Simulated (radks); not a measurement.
Neutral nitrogen inside a hard spherical wall (all orbitals vanish at R), configuration held at [He] 2s2 2p3 and not refilled when levels cross. Calculated with a radial shooting solver on a logarithmic mesh with Libxc functionals: scalar-relativistic Kohn-Sham, LDA (Slater exchange, Perdew-Wang correlation), spin-polarised, spherical densities, finite nucleus; open shells are filled with parallel spins first; Fermi nuclear charge, rms radius 2.5582 fm. Eigenvalues in eV for spin up, with the zero of energy where the potential of the charges vanishes at infinity; a dash marks a level that is unbound or too diffuse for the functional's potential to be trusted. A positive occupied level is held by the wall or, in an anion where self-interaction has pushed it up, behind a barrier. The pressure on the wall is -dE/dV.

R (bohr)  E (hartree)  kinetic (hartree)    e(1s)    e(2s)   e(2p)  e(3s, empty)  e(3p, empty)  pressure (GPa)
free        -54.16576             53.950  -381.07  -19.628  -8.390        -0.144             -               0
12          -54.16576             53.950  -381.07  -19.628  -8.390         0.117         1.292        < 0.0001
10          -54.16576             53.950  -381.07  -19.628  -8.389         0.391         1.866        0.000109
5           -54.15636             54.018  -380.42  -19.209  -7.918         6.924        10.497            1.47
4           -54.11405             54.256  -378.62  -18.104  -6.635        15.280        19.461            13.2
3           -53.85099             55.396  -371.95  -13.784  -1.688        39.773        43.004             154
1.5         -47.12260             72.357  -314.68   49.884  57.217        295.53        252.35           17700
